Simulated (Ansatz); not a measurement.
The same ligand exchange along the group Mg, Zn, Cd.

Program: Ansatz. Geometries: PBE0-D4/def2-TZVP. ΔE: electronic, gas phase. CCSD(T)/CBS is the MP2 limit (def2-TZVPP, def2-QZVPP) plus CCSD(T) − MP2 in def2-TZVPP, frozen cores. Functionals use def2-TZVPP. def2 core potentials past Kr. For Cd, Mg, Sn, Zn outer-core shells are correlated without core-valence functions, which leaves a few kJ/mol of doubt a bond. Scalar relativity is left out up to krypton. One conformer a species, not always the lowest.

| reaction | ωB97X-V (kJ/mol) | CCSD(T)/CBS(def2) (kJ/mol) |
| --- | --- | --- |
| `[NH2][Mg][O][SiH3]` + `[OH][SnH]([F])[F]` → `[F][SnH]([F])[O][SiH3]` + `[NH2][Mg][OH]` | 24 | 25 |
| `[NH2][Zn][O][SiH3]` + `[OH][SnH]([F])[F]` → `[F][SnH]([F])[O][SiH3]` + `[NH2][Zn][OH]` | 12 | 9 |
| `[NH2][Cd][O][SiH3]` + `[OH][SnH]([F])[F]` → `[F][SnH]([F])[O][SiH3]` + `[NH2][Cd][OH]` | 13 | 8 |

Largest T1 diagnostic: 0.017, for `[NH2][Zn][OH]`.
